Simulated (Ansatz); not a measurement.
A short molecular-dynamics run on CH$_{3}$FMoO$_{2}$S, SMILES `C[O][Mo](=[O])([F])=[S]`.

```yaml
crystal:
  periodic: [false, false, false]
  atoms:
    - {symbol: C, position_ang: [-1.046110, 0.946568, 0.665469]}
    - {symbol: O, position_ang: [-0.630088, -0.075534, -0.211003]}
    - {symbol: Mo, position_ang: [0.879992, -0.965037, -0.724750]}
    - {symbol: O, position_ang: [0.999113, -0.908670, -2.387277]}
    - {symbol: F, position_ang: [0.840688, -2.712839, -0.134083]}
    - {symbol: S, position_ang: [2.528101, 0.050650, 0.107913]}
    - {symbol: H, position_ang: [-0.191110, 1.350057, 1.213833]}
    - {symbol: H, position_ang: [-1.522113, 1.738313, 0.083223]}
    - {symbol: H, position_ang: [-1.770071, 0.530193, 1.369474]}
basis:
  gaussian: {orbitals: def2-SVP}
hamiltonian: {xc: {name: PBE}}
md: {timestep: 2 fs, n_steps: 50, ensemble: nvt_langevin, temperature: 300, initial_velocities: maxwell_boltzmann, friction: 0.01, seed: 847}
```

```sh
$ ansatz run in.yaml --threads 4 --pin off --events-out ev --progress --plain --max-ram 11315MiB
```

| step | time (fs) | potential energy (eV) | kinetic (eV) | T (K) | conserved (eV) |
| --- | --- | --- | --- | --- | --- |
| 0 | 0.0 | -20571.7751 | 0.3102 | 267 | – |
| 1 | 2.0 | -20571.7484 | 0.2948 | 253 | – |
| 2 | 4.0 | -20571.7165 | 0.2452 | 211 | – |
| 3 | 6.0 | -20571.6918 | 0.2427 | 209 | – |
| 4 | 8.0 | -20571.7249 | 0.2763 | 238 | – |
| 5 | 10.0 | -20571.7609 | 0.3210 | 276 | – |
| 6 | 12.0 | -20571.7296 | 0.3061 | 263 | – |
| 7 | 14.0 | -20571.7249 | 0.2654 | 228 | – |
| 8 | 16.0 | -20571.6776 | 0.2006 | 172 | – |
| 9 | 18.0 | -20571.6714 | 0.1959 | 168 | – |
| 10 | 20.0 | -20571.7036 | 0.2253 | 194 | – |
| 11 | 22.0 | -20571.6790 | 0.2061 | 177 | – |
| 12 | 24.0 | -20571.6796 | 0.2365 | 203 | – |
| 13 | 26.0 | -20571.6686 | 0.2453 | 211 | – |
| 14 | 28.0 | -20571.6600 | 0.2678 | 230 | – |
| 15 | 30.0 | -20571.7145 | 0.2852 | 245 | – |
| 16 | 32.0 | -20571.7179 | 0.2438 | 210 | – |
| 17 | 34.0 | -20571.6818 | 0.2488 | 214 | – |
| 18 | 36.0 | -20571.6698 | 0.2659 | 229 | – |
| 19 | 38.0 | -20571.6185 | 0.2517 | 216 | – |
| 20 | 40.0 | -20571.6355 | 0.2840 | 244 | – |
| 21 | 42.0 | -20571.6935 | 0.3347 | 288 | – |
| 22 | 44.0 | -20571.6955 | 0.3600 | 309 | – |
| 23 | 46.0 | -20571.7296 | 0.3724 | 320 | – |
| 24 | 48.0 | -20571.6766 | 0.3186 | 274 | – |
| 25 | 50.0 | -20571.6373 | 0.3105 | 267 | – |
| 26 | 52.0 | -20571.6170 | 0.2856 | 245 | – |
| 27 | 54.0 | -20571.5711 | 0.2461 | 212 | – |
| 28 | 56.0 | -20571.6069 | 0.2913 | 250 | – |
| 29 | 58.0 | -20571.6127 | 0.3041 | 261 | – |
| 30 | 60.0 | -20571.6153 | 0.2945 | 253 | – |
| 31 | 62.0 | -20571.6527 | 0.3176 | 273 | – |
| 32 | 64.0 | -20571.6050 | 0.2953 | 254 | – |
| 33 | 66.0 | -20571.6245 | 0.2998 | 258 | – |
| 34 | 68.0 | -20571.6331 | 0.3529 | 303 | – |
| 35 | 70.0 | -20571.6230 | 0.3731 | 321 | – |
| 36 | 72.0 | -20571.6792 | 0.3965 | 341 | – |
| 37 | 74.0 | -20571.6649 | 0.3648 | 314 | – |
| 38 | 76.0 | -20571.6158 | 0.3047 | 262 | – |
| 39 | 78.0 | -20571.6338 | 0.3040 | 261 | – |
| 40 | 80.0 | -20571.5392 | 0.2609 | 224 | – |
| 41 | 82.0 | -20571.5484 | 0.2491 | 214 | – |
| 42 | 84.0 | -20571.5210 | 0.2186 | 188 | – |
| 43 | 86.0 | -20571.4696 | 0.1725 | 148 | – |
| 44 | 88.0 | -20571.5446 | 0.2595 | 223 | – |
| 45 | 90.0 | -20571.4747 | 0.2257 | 194 | – |
| 46 | 92.0 | -20571.5079 | 0.2705 | 233 | – |
| 47 | 94.0 | -20571.5707 | 0.3424 | 294 | – |
| 48 | 96.0 | -20571.4364 | 0.2782 | 239 | – |
| 49 | 98.0 | -20571.5317 | 0.3136 | 270 | – |
| 50 | 100.0 | -20571.4387 | 0.2225 | 191 | – |

Velocities are drawn at the set temperature; a run this short doesn't reach equilibrium.

Frames (Å, forces in eV/Å):

```xyz
9
time=0.0 fs
C    -1.046    0.947    0.665    0.041   -0.253   -0.248
O    -0.630   -0.076   -0.211   -0.405    0.164    0.044
Mo    0.880   -0.965   -0.725   -0.276   -0.469    0.669
O     0.999   -0.909   -2.387    0.117    0.067   -1.468
F     0.841   -2.713   -0.134    0.003   -0.524    0.169
S     2.528    0.051    0.108    0.765    0.481    0.375
H    -0.191    1.350    1.214    0.447    0.247    0.324
H    -1.522    1.738    0.083   -0.286    0.464   -0.267
H    -1.770    0.530    1.369   -0.407   -0.176    0.401
9
time=4.0 fs
C    -1.050    0.966    0.650   -0.914    0.520   -0.145
O    -0.653   -0.089   -0.193    0.437   -0.045   -0.049
Mo    0.884   -0.968   -0.724   -0.776   -0.426    0.664
O     0.995   -0.891   -2.391    0.085    0.009   -1.132
F     0.842   -2.726   -0.126    0.042   -0.199    0.024
S     2.531    0.055    0.100    0.714    0.461    0.365
H    -0.170    1.455    1.196   -0.861   -0.358   -0.540
H    -1.679    1.674    0.014    0.867   -0.074    0.519
H    -1.812    0.543    1.350    0.407    0.112    0.294
9
time=8.0 fs
C    -1.065    0.990    0.630   -2.442   -0.976   -0.042
O    -0.670   -0.100   -0.180    0.929   -0.070    0.005
Mo    0.887   -0.974   -0.724   -1.104   -0.268    0.298
O     0.988   -0.876   -2.404    0.049   -0.075   -0.392
F     0.846   -2.737   -0.111    0.069    0.079   -0.111
S     2.534    0.058    0.094    0.610    0.381    0.301
H    -0.260    1.538    1.119    0.601    0.195    0.145
H    -1.717    1.629   -0.011    0.402    0.335    0.125
H    -1.812    0.572    1.395    0.887    0.400   -0.330
9
time=12.0 fs
C    -1.105    1.000    0.608    1.098    0.641   -0.791
O    -0.680   -0.109   -0.175    0.874    0.086    0.168
Mo    0.891   -0.980   -0.725   -1.186   -0.101   -0.160
O     0.982   -0.861   -2.419    0.028   -0.169    0.420
F     0.853   -2.751   -0.101    0.093    0.359   -0.236
S     2.542    0.066    0.090    0.359    0.218    0.181
H    -0.284    1.655    1.027   -0.016   -0.717   -0.249
H    -1.696    1.667   -0.025   -0.458    0.266   -0.407
H    -1.718    0.666    1.417   -0.791   -0.582    1.075
9
time=16.0 fs
C    -1.129    1.011    0.583   -0.218    0.805    0.109
O    -0.676   -0.112   -0.171    0.453    0.239    0.347
Mo    0.895   -0.987   -0.726   -1.070    0.017   -0.551
O     0.974   -0.844   -2.431    0.018   -0.270    1.030
F     0.865   -2.764   -0.093    0.098    0.580   -0.333
S     2.549    0.076    0.084    0.141    0.070    0.088
H    -0.295    1.681    0.911    0.260   -0.507    0.061
H    -1.723    1.727   -0.069   -0.057   -0.891    0.328
H    -1.705    0.726    1.531    0.375   -0.042   -1.078
9
time=20.0 fs
C    -1.149    1.028    0.565    1.052   -0.075   -0.247
O    -0.665   -0.108   -0.161    0.319   -0.207    0.172
Mo    0.898   -0.994   -0.728   -1.041    0.302   -0.201
O     0.965   -0.826   -2.429    0.039   -0.330    0.920
F     0.877   -2.775   -0.088    0.091    0.675   -0.396
S     2.558    0.085    0.079   -0.089   -0.091   -0.016
H    -0.270    1.642    0.821    0.279    0.196    0.277
H    -1.755    1.673   -0.087   -0.526   -0.111   -0.213
H    -1.663    0.781    1.519   -0.124   -0.359   -0.295
9
time=24.0 fs
C    -1.157    1.048    0.545    1.844    0.094   -1.097
O    -0.654   -0.106   -0.148    0.377   -0.521    0.017
Mo    0.901   -1.000   -0.731   -0.990    0.632    0.670
O     0.954   -0.809   -2.414    0.068   -0.333    0.187
F     0.888   -2.777   -0.086    0.080    0.586   -0.405
S     2.569    0.094    0.072   -0.276   -0.220   -0.098
H    -0.221    1.634    0.776   -0.717    0.277   -0.067
H    -1.860    1.591   -0.125    0.139    0.030    0.162
H    -1.619    0.806    1.494   -0.525   -0.545    0.631
9
time=28.0 fs
C    -1.139    1.068    0.512   -0.666   -1.034    0.410
O    -0.641   -0.110   -0.134    0.471   -0.401   -0.030
Mo    0.904   -1.005   -0.731   -0.722    0.752    1.640
O     0.947   -0.794   -2.394    0.076   -0.281   -0.780
F     0.904   -2.781   -0.089    0.060    0.490   -0.401
S     2.578    0.102    0.062   -0.383   -0.322   -0.145
H    -0.250    1.682    0.721   -0.105    0.672   -0.046
H    -1.940    1.522   -0.151    0.772    0.002    0.467
H    -1.625    0.800    1.527    0.497    0.122   -1.117
9
time=32.0 fs
C    -1.121    1.075    0.484    0.564   -0.456   -0.295
O    -0.625   -0.123   -0.120    0.516    0.119    0.043
Mo    0.906   -1.008   -0.727   -0.231    0.768    1.902
O     0.948   -0.783   -2.381    0.043   -0.267   -1.175
F     0.917   -2.784   -0.094    0.049    0.395   -0.372
S     2.586    0.113    0.053   -0.481   -0.424   -0.166
H    -0.311    1.827    0.664   -0.155   -0.257   -0.195
H    -1.926    1.479   -0.138   -0.158    0.349   -0.476
H    -1.586    0.818    1.434   -0.146   -0.228    0.734
9
time=36.0 fs
C    -1.093    1.075    0.454   -1.230   -0.026   -0.203
O    -0.608   -0.139   -0.112    0.356    0.712    0.119
Mo    0.908   -1.009   -0.719    0.422    0.647    1.124
O     0.955   -0.775   -2.382   -0.031   -0.345   -0.687
F     0.930   -2.786   -0.100    0.041    0.349   -0.331
S     2.587    0.126    0.044   -0.518   -0.484   -0.133
H    -0.393    1.935    0.596    0.471   -0.675   -0.098
H    -1.928    1.486   -0.178    0.341   -0.308   -0.003
H    -1.570    0.805    1.417    0.149    0.129    0.210
9
time=40.0 fs
C    -1.077    1.073    0.415   -1.981   -0.453    0.672
O    -0.586   -0.152   -0.099    0.078    0.836    0.144
Mo    0.912   -1.010   -0.710    0.842    0.562   -0.182
O     0.957   -0.768   -2.391   -0.104   -0.462    0.204
F     0.943   -2.787   -0.113    0.046    0.205   -0.232
S     2.581    0.139    0.033   -0.377   -0.425   -0.021
H    -0.416    1.945    0.528    1.020   -0.318    0.027
H    -1.890    1.471   -0.251    0.108   -0.421    0.132
H    -1.548    0.813    1.422    0.367    0.476   -0.744
9
time=44.0 fs
C    -1.085    1.063    0.378    0.916    0.426   -0.739
O    -0.558   -0.159   -0.089   -0.433    0.465    0.291
Mo    0.918   -1.010   -0.702    1.037    0.391   -1.306
O     0.960   -0.775   -2.400   -0.152   -0.511    0.873
F     0.957   -2.785   -0.129    0.060   -0.014   -0.099
S     2.570    0.149    0.025   -0.099   -0.253    0.126
H    -0.325    1.887    0.487    0.021   -0.573   -0.171
H    -1.842    1.404   -0.330   -0.549    0.210   -0.296
H    -1.502    0.878    1.343   -0.802   -0.141    1.322
9
time=48.0 fs
C    -1.089    1.054    0.331   -0.329    0.312    0.943
O    -0.531   -0.161   -0.081   -1.194    0.075    0.522
Mo    0.925   -1.008   -0.697    1.079    0.145   -1.989
O     0.964   -0.789   -2.403   -0.166   -0.463    1.061
F     0.972   -2.776   -0.143    0.080   -0.366    0.065
S     2.555    0.157    0.020    0.304    0.020    0.293
H    -0.246    1.778    0.438   -0.313    0.200   -0.189
H    -1.855    1.366   -0.430    0.300    0.130    0.448
H    -1.551    0.952    1.381    0.239   -0.052   -1.153
9
time=52.0 fs
C    -1.095    1.047    0.295    0.430    0.424   -0.269
O    -0.511   -0.160   -0.071   -1.573   -0.592    0.515
Mo    0.933   -1.006   -0.697    0.758   -0.079   -1.724
O     0.967   -0.807   -2.392   -0.150   -0.306    0.400
F     0.986   -2.764   -0.158    0.107   -0.773    0.227
S     2.539    0.161    0.015    0.794    0.360    0.469
H    -0.210    1.700    0.353   -0.240    0.971    0.121
H    -1.823    1.349   -0.482    0.015    0.264   -0.023
H    -1.590    1.006    1.276   -0.141   -0.268    0.283
9
time=56.0 fs
C    -1.090    1.049    0.260    0.671    1.068   -0.575
O    -0.506   -0.165   -0.059   -1.485   -0.585    0.481
Mo    0.940   -1.003   -0.698    0.266   -0.336   -1.168
O     0.970   -0.827   -2.380   -0.115   -0.130   -0.382
F     0.999   -2.757   -0.174    0.134   -1.031    0.335
S     2.525    0.163    0.014    1.250    0.684    0.615
H    -0.201    1.743    0.289   -0.805    0.310    0.428
H    -1.773    1.361   -0.556   -0.037    0.109   -0.081
H    -1.674    1.010    1.193    0.121   -0.089    0.348
9
time=60.0 fs
C    -1.084    1.062    0.217   -1.225    0.355    0.873
O    -0.513   -0.178   -0.044   -1.093    0.098    0.299
Mo    0.949   -1.000   -0.701   -0.321   -0.609   -0.219
O     0.967   -0.851   -2.368   -0.048    0.068   -1.329
F     1.011   -2.754   -0.187    0.157   -1.090    0.376
S     2.514    0.163    0.018    1.636    0.930    0.685
H    -0.295    1.832    0.291    0.186    0.145    0.422
H    -1.728    1.383   -0.632   -0.158   -0.158    0.069
H    -1.729    0.984    1.182    0.866    0.262   -1.177
9
time=64.0 fs
C    -1.093    1.077    0.184    0.254    0.660   -0.990
O    -0.528   -0.192   -0.029   -0.415    0.605   -0.065
Mo    0.958   -0.999   -0.705   -0.983   -0.811    0.087
O     0.965   -0.879   -2.373    0.022    0.173   -1.297
F     1.019   -2.763   -0.196    0.174   -0.790    0.323
S     2.509    0.168    0.027    1.756    1.001    0.644
H    -0.383    1.933    0.346    0.301   -0.657   -0.075
H    -1.740    1.387   -0.670    0.012   -0.244    0.067
H    -1.678    0.984    1.068   -1.120    0.062    1.307
9
time=68.0 fs
C    -1.101    1.095    0.142   -1.350   -0.434    1.752
O    -0.548   -0.201   -0.017    0.123    0.731   -0.361
Mo    0.967   -0.999   -0.709   -1.449   -0.816   -0.315
O     0.959   -0.907   -2.397    0.105    0.217   -0.271
F     1.027   -2.777   -0.202    0.178   -0.296    0.219
S     2.515    0.176    0.042    1.485    0.808    0.433
H    -0.417    1.939    0.369    0.612   -0.364   -0.311
H    -1.765    1.362   -0.697    0.000   -0.026   -0.274
H    -1.745    1.014    1.087    0.296    0.179   -0.873
9
time=72.0 fs
C    -1.121    1.104    0.117   -0.919   -0.261    1.114
O    -0.566   -0.204   -0.008    0.457    0.321   -0.588
Mo    0.977   -0.999   -0.715   -1.759   -0.792   -0.308
O     0.952   -0.935   -2.418    0.204    0.294    0.527
F     1.032   -2.798   -0.206    0.179    0.317    0.075
S     2.529    0.191    0.061    0.946    0.438    0.101
H    -0.340    1.883    0.338   -0.180   -0.347   -0.429
H    -1.788    1.349   -0.758    0.600   -0.006    0.263
H    -1.797    1.077    1.040    0.472    0.036   -0.756
9
time=76.0 fs
C    -1.143    1.107    0.106    1.890   -0.516   -1.110
O    -0.580   -0.204   -0.003    0.623   -0.322   -0.690
Mo    0.982   -1.003   -0.722   -1.716   -0.469    0.288
O     0.945   -0.963   -2.426    0.270    0.381    0.639
F     1.043   -2.812   -0.211    0.166    0.642    0.002
S     2.550    0.207    0.080    0.277   -0.032   -0.287
H    -0.276    1.801    0.251   -0.527    0.173   -0.053
H    -1.750    1.346   -0.775    0.071    0.178   -0.588
H    -1.811    1.136    0.922   -1.052   -0.034    1.799
9
time=80.0 fs
C    -1.144    1.098    0.095   -1.060   -0.380    0.595
O    -0.587   -0.207   -0.009    0.654   -0.533   -0.617
Mo    0.984   -1.007   -0.727   -1.259   -0.325    0.858
O     0.946   -0.990   -2.428    0.291    0.465    0.542
F     1.060   -2.824   -0.215    0.127    0.891   -0.049
S     2.569    0.221    0.101   -0.314   -0.454   -0.629
H    -0.287    1.768    0.177    0.215    0.764    0.504
H    -1.681    1.375   -0.842   -0.071   -0.171    0.075
H    -1.912    1.182    0.988    1.416   -0.258   -1.278
9
time=84.0 fs
C    -1.151    1.086    0.090    1.950    0.770   -2.270
O    -0.587   -0.219   -0.018    0.602   -0.240   -0.358
Mo    0.985   -1.013   -0.730   -0.714   -0.132    1.345
O     0.951   -1.016   -2.426    0.282    0.519    0.324
F     1.075   -2.830   -0.215    0.098    0.959   -0.058
S     2.583    0.235    0.121   -0.769   -0.796   -0.895
H    -0.290    1.832    0.160   -0.609   -0.461    0.387
H    -1.627    1.369   -0.895   -0.140   -0.310    0.558
H    -1.838    1.224    0.904   -0.700   -0.309    0.967
9
time=88.0 fs
C    -1.132    1.083    0.062    0.685    0.365    0.215
O    -0.578   -0.235   -0.026    0.425    0.248   -0.238
Mo    0.986   -1.019   -0.731   -0.089    0.037    1.388
O     0.962   -1.038   -2.427    0.244    0.548    0.287
F     1.088   -2.828   -0.214    0.080    0.826   -0.010
S     2.589    0.246    0.134   -1.016   -1.011   -1.042
H    -0.323    1.851    0.202   -0.021   -0.408    0.037
H    -1.602    1.326   -0.901   -0.483    0.049   -0.177
H    -1.834    1.242    0.929    0.176   -0.654   -0.460
9
time=92.0 fs
C    -1.101    1.079    0.033   -1.721   -0.623    0.889
O    -0.566   -0.247   -0.034    0.386    0.322   -0.350
Mo    0.987   -1.025   -0.731    0.467    0.237    1.068
O     0.976   -1.058   -2.430    0.191    0.573    0.440
F     1.108   -2.820   -0.216    0.064    0.539    0.095
S     2.591    0.256    0.141   -1.141   -1.125   -1.103
H    -0.325    1.815    0.256    0.603    0.323   -0.175
H    -1.639    1.284   -0.936    0.247    0.159    0.572
H    -1.848    1.165    0.939    0.906   -0.405   -1.436
9
time=96.0 fs
C    -1.084    1.061    0.010    2.069    0.086   -1.265
O    -0.552   -0.250   -0.045    0.625   -0.241   -0.674
Mo    0.988   -1.029   -0.730    0.881    0.490    0.628
O     0.994   -1.077   -2.433    0.141    0.596    0.575
F     1.129   -2.806   -0.218    0.057    0.113    0.251
S     2.588    0.263    0.143   -1.177   -1.146   -1.098
H    -0.268    1.816    0.266   -0.637   -0.495   -0.442
H    -1.648    1.269   -0.911    0.166    0.365   -0.412
H    -1.771    1.022    0.776   -2.124    0.232    2.437
9
time=100.0 fs
C    -1.052    1.038   -0.016   -3.292   -0.701    1.477
O    -0.539   -0.248   -0.061    0.644   -0.756   -0.797
Mo    0.991   -1.034   -0.728    1.269    0.741    0.386
O     1.015   -1.092   -2.428    0.091    0.593    0.413
F     1.149   -2.791   -0.214    0.065   -0.401    0.421
S     2.584    0.263    0.137   -1.102   -1.092   -1.033
H    -0.289    1.768    0.206    0.698    0.781    0.385
H    -1.624    1.304   -0.933    0.277   -0.014   -0.151
H    -1.884    0.935    0.824    1.351    0.849   -1.101
```

Hardware: 4 threads of an Arm Neoverse V1 on a shared host. Wall time 82 s, peak host memory 0.49 GiB.
